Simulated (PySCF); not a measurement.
Several molecules and their computed UV-vis stick spectra, shuffled. Computed, not measured: TDDFT CAM-B3LYP/def2-SVPD, vertical, gas phase, core orbitals frozen in the response in PySCF 2.14.0, density-fitted response routines. Geometries: GFN2-xTB; one conformer of each isolated species. Triplets are in the Tamm–Dancoff approximation.

A. `CC#CC#C/C=C/CF`
B. `[H]/N=C\C/C=C\[SiH2]Cl`
C. `C#C[C@@H]1C(F)=C1CC=C`
D. `C[C@]([SiH3])(Cl)CC#N`

Lowest singlet levels (six at most, fewer where fewer were computed) with oscillator strengths:

1. 185 nm (f 0.008); 173 nm (f 0.002); 162 nm (f 0.000); 159 nm (f 0.002); 154 nm (f 0.008); 153 nm (f 0.001); T1 6.01 eV
2. 195 nm (f 0.006); 191 nm (f 0.029); 188 nm (f 0.028); 187 nm (f 0.035); 182 nm (f 0.130); 179 nm (f 0.040); T1 4.49 eV
3. 294 nm (f 0.000); 278 nm (f 0.228); 268 nm (f 0.000); 200 nm (f 1.284); 198 nm (f 0.015); 187 nm (f 0.003); T1 2.97 eV
4. 244 nm (f 0.018); 195 nm (f 0.270); 195 nm (f 0.038); 180 nm (f 0.093); 173 nm (f 0.008); 172 nm (f 0.004); T1 4.03 eV

Task: Match each spectrum to its molecule.

Result: 1 = D, 2 = C, 3 = A, 4 = B.
- A: S1 at 4.22 eV, HOMO-1→LUMO (91%); Löwdin shares by element: HOMO carbon 65% or more (atoms not listed hold the other 35%); LUMO carbon 65% or more (atoms not listed hold the other 35%); HOMO -7.63 and LUMO -0.29 eV.
- B: S1 at 5.08 eV, HOMO→LUMO (44%), HOMO→LUMO+1 (19%), HOMO→LUMO+2 (18%); Löwdin shares by element: HOMO nitrogen 47%, carbon 31% or more (atoms not listed hold the other 22%); LUMO carbon 45% or more, silicon 15%, chlorine 7% (atoms not listed hold the other 33%); HOMO -8.78 and LUMO -0.19 eV.
- C: S1 at 6.36 eV, HOMO→LUMO+7 (18%), HOMO→LUMO+2 (11%), HOMO-3→LUMO+2 (10%); Löwdin shares by element: HOMO carbon 63% or more (atoms not listed hold the other 37%); LUMO carbon 59% or more (atoms not listed hold the other 41%); HOMO -8.77 and LUMO 0.95 eV.
- D: S1 at 6.68 eV, HOMO→LUMO (79%); Löwdin shares by element: HOMO chlorine 48%, carbon 21% or more, silicon 14%, hydrogen 5% or more; LUMO chlorine 29%, carbon 21% or more, silicon 11% (atoms not listed hold the other 39%); HOMO -9.80 and LUMO 0.54 eV.
